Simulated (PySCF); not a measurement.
Species: BF₃H₃P.
Z-matrix (Å and degrees, PBE0-D3(BJ)/def2-SVP geometry), rows numbered from 1:
```
B 
P   1  1.8347
F   2  1.5707  1  118.18
F   2  1.5702  1  117.76  3  -119.99
F   2  1.5702  1  117.99  3   120.00
H   1  1.2161  2  102.95  3   -60.20
H   1  1.2173  2  102.39  3   179.81
H   1  1.2171  2  102.58  3    60.21
```

Theory: delta-SCF UKS SCAN, pcX-2 on the ionised atom, pcseg-1 elsewhere, spin-free X2C in PySCF 2.14.0. Each 1s hole has a ground state of its own, since the core basis sits on the ionised atom alone.

```
ionised atom  basis functions  E(ground) (Eh)  binding energy (eV)
          B1              120      -668.48691              194.952
          F3              120      -668.54275              694.753
          P2              131      -668.61563             2156.622
```

Task: Fill in the total energy of each core-ionised state.

Result: With binding energy = E(ionised) − E(ground) and 27.2114 eV a hartree:

| atom | binding energy (Eh) | E(ionised) (Eh) |
| --- | --- | --- |
| B1 | 7.1643 | -661.3226 |
| F3 | 25.5317 | -643.0110 |
| P2 | 79.2544 | -589.3612 |

Task: How much do the ground-state energies differ, and what would follow from using one of them for all holes?

Result: They run from -668.6156 Eh (core basis on P2) to -668.4869 Eh (on B1), 0.1287 Eh or 3.50 eV apart, for one and the same state in different bases and grids. Pairing the ion of B1 with the ground state of P2 would put its binding energy 3.50 eV too high.

Only 1s holes are shown. The first atom of each set that the bonding makes equivalent was ionised and stands for the set. Geometry: PBE0-D3(BJ)/def2-SVP; no solvent, vibrations or thermal averaging.

On one thread, Arm Neoverse V1 (aarch64), no GPU, shared host with 64 logical CPUs at a one-minute load of 24, this took 12 s of wall time and 0.51 GiB of memory at its peak.
